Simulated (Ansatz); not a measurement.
`SC[S][GeH3]` → `[CH2]` (triplet) + `S[S][GeH3]`  (formal loss of a carbene)

Program: Ansatz. Geometries: PBE0-D4/def2-TZVP. ΔE: electronic, gas phase. CCSD(T)/CBS is the MP2 limit (def2-TZVPP, def2-QZVPP) plus CCSD(T) − MP2 in def2-TZVPP, frozen cores. This one scheme is used for every species. DFT in def2-TZVPP. Triplets are unrestricted, without spin–orbit coupling. For Ge outer-core shells are correlated without core-valence functions, which leaves a few kJ/mol of doubt a bond. Scalar relativity is left out up to krypton. Each species was taken in one conformer, which may not be the lowest.

CCSD(T)/CBS gives +410.8 kJ/mol.

Q: Another level gave +256.8 kJ/mol. Which?
A. B2PLYP/def2-TZVPP
B. r2SCAN/def2-TZVPP
C. HF/def2-TZVPP
D. PBE/def2-TZVPP

A: C. HF/def2-TZVPP 256.8, B2PLYP 396.2, r2SCAN 379.7, PBE 401.9 kJ/mol.

Largest T1 diagnostic among the species: 0.012.

In def2-TZVPP, CCSD(T) changes the Hartree–Fock value by +144.2 kJ/mol (the triples alone add +12.5 kJ/mol) and MP2 by +160.1 kJ/mol. The D4 term adds +13.9 kJ/mol with B3LYP and +7.4 kJ/mol with PBE0; it sums over pairs of atoms, weighted by their polarisabilities, and B3LYP, whose exchange is more repulsive, gets the larger term.

B3LYP here is the variant with VWN-RPA as its local correlation; programs differ in this.
